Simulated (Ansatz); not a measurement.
This geometry of BrH + H5NSi (9 atoms, charge 0, multiplicity 1) is a first-order saddle point.

Computed with RKS CAM-B3LYP-D4/def2-SVP in Ansatz.

```xyz
9
Properties=species:S:1:pos:R:3
Si -0.545 0.709 -0.267
N 0.375 -0.871 0.534
H -1.261 0.923 -1.551
H -1.734 0.259 0.571
H -0.056 1.891 0.478
H 1.379 -0.661 0.578
Br 1.554 0.552 -1.683
H -0.006 -1.137 1.447
H 0.294 -1.666 -0.107
```

Problem. Which two structures does it join? (They come from a converged band through this point; their orientation in space is the band's.)

Solution. Bonds broken: Si1–N2, H6–Br7. Bonds formed: Si1–Br7, N2–H6. BrH + H5NSi becomes BrH3Si + H3N.

Image 0:

```xyz
9
Properties=species:S:1:pos:R:3
Si -1.026 0.559 0.068
N 0.152 -0.709 0.397
H -1.251 0.573 -1.399
H -2.333 0.348 0.755
H -0.435 1.836 0.541
H 1.645 -0.289 -0.504
Br 2.839 0.111 -1.268
H 0.479 -0.789 1.359
H -0.071 -1.640 0.051
```

Image 6:

```xyz
9
Properties=species:S:1:pos:R:3
Si -0.751 1.032 -0.722
N 0.923 -1.454 1.162
H -1.545 2.067 -1.427
H -1.531 -0.222 -0.620
H -0.354 1.525 0.617
H 1.464 -1.044 0.404
Br 1.086 0.653 -1.930
H 0.621 -0.694 1.768
H 0.087 -1.863 0.748
```

Problem. How far does it lie above each of them?

Solution. 7.2 kcal/mol above the first and 9.8 kcal/mol above the second. This is the barrier of this one path; another mechanism may lie lower. The orbitals stay closed-shell, which can raise the energy where a bond breaks towards radicals; this wasn't checked here.

Run time: 2.8 min on 2 threads of Intel(R) Xeon(R) 6975P-C (Granite Rapids) (shared host), peak memory 0.26 GiB.
